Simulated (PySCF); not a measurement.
**Radial density of O⁺ (oxygen, charge +1)**

UHF, [He] 2s2 2p3, high-spin 4S determinant. All numbers are calculated (PySCF 2.14, the non-relativistic Hamiltonian (point nucleus), in cc-pVTZ (4s3p2d1f, 30 functions)).

| r (bohr) | 4πr²ρ (e/bohr) | 4πr²(ρα − ρβ) |
| --- | --- | --- |
| 0.00366 | 0.04951 | 0.0000 |
| 0.00615 | 0.1351 | 0.0000 |
| 0.0103 | 0.3564 | 0.0001 |
| 0.0174 | 0.9025 | 0.0003 |
| 0.0293 | 2.112 | 0.0012 |
| 0.0493 | 4.359 | 0.0052 |
| 0.0828 | 7.260 | 0.0245 |
| 0.139 | 8.536 | 0.1167 |
| 0.234 | 5.878 | 0.4610 |
| 0.394 | 3.071 | 1.4058 |
| 0.663 | 4.160 | 2.5348 |
| 1.12 | 3.692 | 2.0852 |
| 1.88 | 0.9416 | 0.5334 |
| 3.16 | 0.04684 | 0.0285 |
| 5.31 | 9.821e-05 | 0.0001 |
